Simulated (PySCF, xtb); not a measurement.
C4H7FO, SMILES F[C@@]1(C)OCC1.

GFN2-xTB (xtb) at its own geometry gives an orbital gap of 10.75 eV and a dipole moment of 3.19 D.

Geometry: r2SCAN-D4/def2-SVP. The structure was generated by enumeration; whether it is a known compound was not checked.

Task: What does B3LYP/def2-TZVP (PySCF) give? (Estimate from the structure and the level; the computed values follow.)

Result: gap 8.71 eV (levels -7.83 and 0.88 eV), dipole 2.59 D.
